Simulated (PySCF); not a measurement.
# Reading the logs of faulty runs: AlBCH7 anion

Calculated results; nothing here was measured. They come from PySCF 2.14.0, an open-source quantum chemistry program, on an isolated molecule that a program drew, which may never have been made. The molecule is AlBCH7 anion (charge -1, singlet), drawn as the SMILES string `B[CH2][AlH3-]`.

Each row is a Hartree-Fock (HF) and frozen-core CCSD(T) single point in the aug-cc-pV(D+d)Z basis, meant for a local HF minimum. Run 1 is clean. Each other run has one planted mistake out of seven kinds, and not every kind appears here: one electron removed, one electron added, multiplicity raised by two, geometry at a saddle point, minimal basis STO-3G, one bond length entered in bohr, all coordinates scaled. The reference is restricted for singlets and unrestricted otherwise, and also for a bond in bohr. Adding or removing an electron swaps singlet and doublet. Electrons count all cores. HOMO and LUMO are orbital energies over both spins, the gradient is its largest component, and the lowest frequency (negative if imaginary) is given only where the gradient is small. Bond lengths are over the 9 bonds as drawn. T1 is the CCSD diagnostic: over 0.02 (restricted) or 0.045 (unrestricted) a single reference is doubtful.

Geometry of the clean run:
```xyz
10
AlBCH7 anion, angstrom
B    -2.3326    1.1288   -0.1735
C    -1.7379   -0.0975    0.4506
Al   -2.3134   -1.6745   -0.8725
H    -1.7361    1.7768   -1.0085
H    -3.4600    1.4966    0.0846
H    -2.1691   -0.4807    1.3783
H    -0.6544   -0.2344    0.4202
H    -1.6638   -1.4405   -2.3533
H    -3.9409   -1.7902   -0.9552
H    -1.6802   -3.0124   -0.1755
```

| run | electrons | basis functions | <S^2> | HOMO (eV) | LUMO (eV) | gradient (hartree/bohr) | lowest frequency (cm^-1) | mean bond (Å) | longest bond (Å) | T1 | HF (hartree) | CCSD(T) (hartree) | mistake |
|---|---|---|---|---|---|---|---|---|---|---|---|---|---|
| 1 | 32 | 141 | 0.000 | -5.21 | 3.27 | 1.4e-05 | 35 | 1.4614 | 2.137 | 0.0132 | -308.55806 | -308.97390 | no fault |
| 2 | 32 | 141 | 0.502 | -4.67 | 3.25 | 2.1e-02 | - | 1.5813 | 2.293 | 0.0623 | -308.44608 | -308.86811 | one bond length entered in bohr |
| 3 | 32 | 141 | 2.015 | -0.26 | 3.07 | 8.4e-02 | - | 1.4614 | 2.137 | 0.0206 | -308.41333 | -308.80798 | multiplicity raised by two |
| 4 | 32 | 26 | 0.000 | -1.96 | 13.52 | 5.0e-02 | - | 1.4614 | 2.137 | 0.0151 | -304.72063 | -304.90096 | minimal basis STO-3G |
| 5 | 32 | 141 | 0.000 | -5.33 | 3.27 | 3.0e-02 | - | 1.4088 | 2.061 | 0.0126 | -308.54843 | -308.96164 | ? |

**Which mistake was planted in run 5, and what did it cost?**

The mean and the longest bond both change by the same factor, 0.964, and the gradient is no longer small. So the mistake is: all coordinates scaled. Subtracting run 1 and multiplying by 627.51 kcal/mol a hartree, the energy moved by 6.0 kcal/mol in HF and 7.7 kcal/mol in CCSD(T).

Cautions from the logs. Run 2: T1 is over the limit, so its CCSD(T) energy is less reliable.
